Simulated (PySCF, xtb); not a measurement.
F₂O₂W, SMILES [W]([F])(=[O])([F])=[O] (connectivity only; charge and spin as stated), charge +1, multiplicity 2.

Harmonic wavenumbers (cm⁻¹) from GFN2-xTB in xtb at its own minimum, in rising order: 164, 170, 192, 208, 238, 497, 498, 681, 723.

What does B3LYP-D3(BJ)/def2-SVP (PySCF 2.14.0) give at its own minimum? (The exact figures need the calculation; the answer reports its results.)

165, 185, 238, 244, 262, 362, 776, 791, 962. Paired by order, the mean absolute difference is 98 cm⁻¹ and the zero-point energies are 4.8 and 5.7 kcal/mol.
